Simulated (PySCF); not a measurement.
Finite-field polarisability of C (carbon, neutral)

[He] 2s2 2p2, high-spin 3P determinant. Computed with PySCF 2.14 in dyall-acv3z, with the spin-free X2C one-electron Hamiltonian (Gaussian nucleus). Frozen: 1s2. Energy changes in a uniform field (μhartree):

| axis | F (au) | HF | MP2 | CCSD | CCSD(T) |
| --- | --- | --- | --- | --- | --- |
| x | 0.0043 | -100.365 | -89.540 | -94.133 | -94.778 |
| x | 0.0086 | -401.513 | -358.435 | -376.671 | -379.248 |
| y | 0.004 | -99.681 | -98.700 | -98.789 | -99.383 |
| y | 0.008 | -399.046 | -395.210 | -395.599 | -397.991 |

By symmetry the remaining axis equals y.

**Question.** Derive α along x at CCSD(T) from the two fields.

**Answer.** With ΔE = −αF²/2 − γF⁴/24, α = −(16 ΔE(F) − ΔE(2F))/(6F²) = 10.25 bohr³.

**Question.** And the mean polarisability at each level?

**Answer.** The components xx, yy, zz at CCSD(T) are 10.25, 12.42, 12.42, the third axis being equal by symmetry to one of the two computed. Means: HF 11.92, MP2 11.45, CCSD 11.62, CCSD(T) 11.70 bohr³. Reference: 11.3 ± 0.4 bohr³ (recommended; Schwerdtfeger and Nagle, table of static dipole polarizabilities (2023 update)).
